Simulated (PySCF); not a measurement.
Geometry:
```tsv
atom	x (Å)	y (Å)	z (Å)
O1	1.302	1.913	-1.185
S2	1.067	1.640	0.237
C3	1.638	-0.059	0.524
C4	0.928	-1.160	0.355
C5	-0.495	-1.236	-0.089
C6	-1.026	0.077	-0.659
C7	-0.764	1.223	0.293
F8	-1.105	0.925	1.586
H9	2.665	-0.087	0.852
H10	1.386	-2.119	0.569
H11	-1.100	-1.532	0.775
H12	-0.594	-2.026	-0.837
H13	-2.094	-0.014	-0.865
H14	-0.513	0.326	-1.591
H15	-1.298	2.137	0.013
```

Geometry: GFN2-xTB; GIAO shifts from PySCF 2.14.0 with density-fitted response routines, gas phase, non-relativistic, averaged over equivalent atoms.

At PBE0/pcSseg-1 (178 basis functions, 52 s wall time on 1 thread of an Intel Xeon, shared host):
| atoms | δ (ppm) |
| --- | --- |
| O1 | 77.5 |
| C4 | 144.8 |
| C3 | 139.3 |
| C7 | 106.3 |
| C5 | 25.6 |
| C6 | 20.9 |
| F8 | -225.7 |
| H10 | 6.83 |
| H9 | 6.73 |
| H15 | 5.59 |
| H14 | 3.04 |
| H11 | 2.69 |
| H12 | 2.26 |
| H13 | 2.10 |

δ = σ(ref) − σ, references computed at the same level: $^{17}$O (σ = 336.08 ppm) vs H2O; TMS for $^{13}$C (σ = 186.93 ppm) and $^{1}$H (σ = 31.72 ppm); CFCl3 for $^{19}$F (σ = 170.95 ppm).

Q: Predict the values at HF/IGLO-II on the same geometry.

A: 
| atoms | δ at HF/IGLO-II | change |
| --- | --- | --- |
| O1 | 26.2 | -51.3 |
| C4 | 145.5 | +0.7 |
| C3 | 133.3 | -6.0 |
| C7 | 92.8 | -13.5 |
| C5 | 22.2 | -3.4 |
| C6 | 19.4 | -1.5 |
| F8 | -179.7 | +46.0 |
| H10 | 6.81 | -0.02 |
| H9 | 6.62 | -0.11 |
| H15 | 5.23 | -0.36 |
| H14 | 3.15 | +0.11 |
| H11 | 2.52 | -0.17 |
| H12 | 2.16 | -0.10 |
| H13 | 2.09 | -0.01 |

Referencing at the same level of theory: $^{17}$O (σ = 335.22 ppm) vs H2O; TMS for $^{13}$C (σ = 195.96 ppm) and $^{1}$H (σ = 32.54 ppm); $^{19}$F (σ = 250.63 ppm) vs CFCl3.

The largest change is at O1 (S=O oxygen). Cost: 231 basis functions, 13 s wall time on 1 thread of an Intel Xeon 6975P-C, shared host. The order of the carbon signals is the same at both levels.

Unscaled 19F shifts against computed CFCl3 carry errors that often reach 10 to 50 ppm. Experimental scales use liquid or dissolved standards, which lie at an offset from isolated H2O (liquid H2O: subtract about 36 ppm).
